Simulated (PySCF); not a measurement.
MgF, SMILES [F][Mg+], charge +1. The structure is a stationary point at PBE0-D3(BJ)/def2-TZVPD. The multiplicity is an assumed one; other spin states were not compared.

### Question
Give the equilibrium geometry at PBE0-D3(BJ)/def2-TZVPD (PySCF confirms it by a frequency run) as Cartesian coordinates in Å, and its point group. (Estimate from the structure and the level; the computed values follow.)

### Answer
point group C∞v.
```xyz
2

Mg     0.0000     0.0000    -0.7286
F      0.0000     0.0000     0.9715
```
Charge +1, spin multiplicity 1.
